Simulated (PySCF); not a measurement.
ClH₂Si, SMILES [SiH2]Cl (connectivity only; charge and spin as stated), charge +1, multiplicity 1.

Geometry: PBE-D3(BJ)/def2-TZVP. The multiplicity is an assumed one; other spin states were not compared. The isomer is the one that the SMILES or the coordinates give; other isomers of the formula were not compared.

Computed with HF/def2-TZVPD (PySCF).

Isolated molecule, no solvent.

Computed frontier levels, gap, dipole moment and polarisability:
| Quantity | Value |
|---|---|
| highest occupied level | -19.16 eV |
| lowest empty level | -6.07 eV |
| orbital gap | 13.09 eV |
| dipole moment about the centre of nuclear charge | 0.867 e·Å |
| mean static polarisability | 30.9 bohr³ (4.58 Å³) |
| polarisability, principal values | 24.5, 29.6, 38.6 bohr³ |
